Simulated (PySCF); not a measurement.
SMILES C=[CH][Ge]([CH3])([F])[F] (C3H6F2Ge) (PBE0/def2-SVP optimised geometry):

```
12

C     -1.413     1.718    -0.937
C     -0.587     1.244     0.000
Ge     0.019    -0.577     0.000
C     -0.591    -1.767    -1.383
F      1.757    -0.577     0.000
F     -0.362    -1.275     1.545
H     -1.788     1.095    -1.757
H     -1.757     2.758    -0.932
H     -0.236     1.902     0.803
H     -0.146    -2.758    -1.219
H     -1.686    -1.859    -1.358
H     -0.281    -1.397    -2.371
```

Method: PBE0/def2-TZVP in PySCF.

Q: What are the frontier orbital energies and the dipole moment?

A: HOMO-2 -10.37 eV, HOMO-1 -8.98 eV, HOMO -8.71 eV, LUMO -1.05 eV, LUMO+1 0.65 eV; dipole moment 3.72 D.

Meta-Löwdin charges at PBE0/def2-TZVP: C1 -0.21, C2 -0.35, Ge3 1.34, C4 -0.59, F5 -0.52, F6 -0.52, H7 0.12, H8 0.13, H9 0.14, H10 0.15, H11 0.14, H12 0.14.
